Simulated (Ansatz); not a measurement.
A search over several starts for the lowest SCF solution of VO₂F₂, that is [VO2F2]- with one electron fewer at the given spin, in a small basis.

```yaml
crystal:
  periodic: [false, false, false]
  atoms:
    - {symbol: V, position_ang: [0.041117, -0.000196, 0.028699]}
    - {symbol: O, position_ang: [0.057185, -0.016181, 1.652928]}
    - {symbol: O, position_ang: [1.571376, 0.008474, -0.516156]}
    - {symbol: F, position_ang: [-0.837997, 1.472262, -0.568254]}
    - {symbol: F, position_ang: [-0.831690, -1.464359, -0.597217]}
basis:
  gaussian: {orbitals: def2-SVP}
magnetization: {spin_polarized: true, initial_magnetization: 1}
hamiltonian: {xc: pbe0, dispersion: d4}
output: {orbitals: {seedname: orbitals}}
```

```sh
$ ansatz run in.yaml --threads 4 --pin off --events-out ev --progress --plain --max-ram 3916MiB
```

Shortened log:

```
Functional definition: PBE0
862 factors; integrals over basis functions are off by at most 1.3e-3 eV
mean field evaluation 1: about -35176.5244 eV, gradient 6.2e1 eV
mean field evaluation 2: about -34775.9845 eV, gradient 3.2e2 eV
mean field evaluation 4: about -35186.3665 eV, gradient 3.8e1 eV
mean field evaluation 8: about -35191.2032 eV, gradient 1.2e0 eV
mean field evaluation 16: about -35191.3074 eV, gradient 5.8e-3 eV
mean field evaluation 32: about -35191.1305 eV, gradient 1.6e0 eV
mean field -35191.30744563 eV, -1293.2566951021 hartree, gradient 3.5e-5 eV, S^2 0.853754; 6 other end points of the search recorded, 0 dependent functions left out
reference -35191.30752132 eV, -1293.2566978837 hartree; 29, 28 occupied and 58, 59 virtual orbitals, 862 factors
Total energy: -35191.38806394 eV, -1293.2596577701 hartree
```

It took 4.9 s on 4 threads of Arm Neoverse N1 on a shared host.
